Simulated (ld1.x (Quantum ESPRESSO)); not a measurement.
What the settings do to the PAW potential of bromine (Br)

Base potential:

```json
{
  "Element": "bromine",
  "Generator": "ld1.x (Quantum ESPRESSO) 7.5",
  "Type": "PAW",
  "Functional": "PBE",
  "Relativity": "fully relativistic",
  "Frozen core": "[Ar] 3d10",
  "Valence charge": "7",
  "Reference configuration": "4s1 4p6",
  "Partial waves": "4s (bound): rcut 1.35, rcutus 1.70 bohr; 4s channel at 1.65 Ry: rcut 1.35, rcutus 1.70 bohr; 4p (bound): rcut 1.20, rcutus 1.55 bohr; 4p channel at 2.9 Ry: rcut 1.20, rcutus 1.55 bohr; 4d channel at -0.1 Ry: rcut 1.55, rcutus 1.85 bohr",
  "Local potential": "all-electron potential smoothed inside 1.55 bohr (lloc = -2)",
  "Core correction": "a·sin(br)/r model core inside 0.70 bohr",
  "Augmentation charge": "PSQ, inside the norm-conserving radii"
}
```

Open shells are filled in proportion to 2j + 1 (rel_dist='average').

All-electron outer shells of the reference configuration (PBE, scalar-relativistic, ld1.x):

```
shell  level (eV)  outermost node (bohr)  outermost maximum (bohr)
   3p     -175.07                   0.21                      0.48
   3d      -68.27                      –                      0.43
   4s      -20.93                   0.67                      1.41
   4p       -8.46                   0.70                      1.66
```

Cutoffs, loose and tight: the cutoffs (Ry, on a coarse ladder) from which the occupation-weighted sum of valence levels, in a spherical-Bessel basis at the reference potential, stays within 10 and 1 mRy of its value at 400 Ry. They do not see the model core or the augmentation charge, which bear on the density cutoff. Test errors are all-electron minus pseudo excitation energies from the reference, over the configurations 4s2 4p5; 4s2 4p4; 4s2 4p3; 4s2 4p5.3; 4s2 4p1; 4s2 4p2; 4s1 4p5. A dash means not determined; rows that change the core or the reference have their own tests.

Cutoffs are not given where the Bessel-basis levels miss the radial ones by over 6 mRy, ghosts where they miss by over 20 mRy; a channel whose overlap is not positive is not tested.

| change | outcome | bound ghosts | largest test error (meV) |
| --- | --- | --- | --- |
| base | generated | not determined | -141 |
| augmentation BG, radius 1.05 bohr | failed: new_paw_hamiltonian: negative rho | – | – |
| waves 4s (bound): rcut 1.35, rcutus 2.36 bohr; 4s channel at 1.65 Ry: rcut 1.35, rcutus 2.36 bohr | generated | not determined | -135 |
| core correction a·sin(br)/r model core inside 1.24 bohr | generated | not determined | -143 |
| wave 4d channel at -0.1 Ry: rcut 1.55, rcutus 1.85 bohr becomes 4d channel at -0.1 Ry: rcut 1.55, rcutus 1.78 bohr | generated | not determined | -141 |
| reference 4s2 4p4.5 | generated | not determined | -176 |
| local potential all-electron potential smoothed inside 1.70 bohr (lloc = -1) | generated | not determined | -140 |
| local potential all-electron potential smoothed inside 1.52 bohr (lloc = -2) | generated | not determined | -141 |
| waves 4p (bound): rcut 1.12, rcutus 1.18 bohr; 4p channel at 2.9 Ry: rcut 1.12, rcutus 1.18 bohr | failed: new_paw_hamiltonian: negative rho | – | – |
